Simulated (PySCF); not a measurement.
## Field gradients at the hydrogen positions

Compound: C₅H₇OP.
Z-matrix (Å and degrees, GFN2-xTB geometry), rows numbered from 1:
```
C 
C   1  1.4902
C   2  1.3569  1  129.17
P   3  1.7677  2  111.40  1   179.95
C   4  1.7177  3   87.38  2     0.02
C   5  1.4928  4  129.34  3  -179.96
O   2  1.3436  1  116.61  3   179.95
H   1  1.0894  2  110.14  3  -120.48
H   1  1.0854  2  109.94  3     0.03
H   1  1.0895  2  110.18  3   120.57
H   3  1.0739  2  124.16  1    -0.04
H   6  1.0890  5  110.80  4   -59.70
H   6  1.0890  5  110.79  4    60.06
H   6  1.0877  5  109.23  4  -179.84
```

Level: PBE0/pcSseg-1 (PySCF, non-relativistic); Q(2H) = 0.00286 b; rigid geometry, the same for H and D, with no vibrational averaging.

Give the electric field gradient Vzz (the principal value of largest size), its asymmetry and the 2H coupling at each hydrogen.

```csv
atom,bonded to,bond length (Å),Vzz (au),η,χzz (kHz)
H8,C1,1.089,0.3096,0.03,208
H9,C1,1.085,0.3162,0.04,212
H10,C1,1.089,0.3096,0.03,208
H11,C3,1.074,0.3467,0.07,233
H12,C6,1.089,0.3107,0.03,209
H13,C6,1.089,0.3106,0.03,209
H14,C6,1.088,0.3115,0.03,209
```

Give the 2H NMR doublet splittings at H12 for a magnetic field along the z, y and x axes of the gradient: 3χ/2, 3χ(1 + η)/4, 3χ(1 − η)/4.

With |χ| = 208.8 kHz and η = 0.026: 313, 161 and 152 kHz, to first order and without motion.

Geometry: GFN2-xTB; no solvent, vibrations or thermal averaging. GFN2-xTB frequencies show an imaginary mode (97i cm⁻¹), so this geometry is no minimum at that level. GFN2-xTB bond lengths can be off by several hundredths of an ångström, more for odd bonds, and the gradients follow them. The small basis limits the accuracy of the gradients.
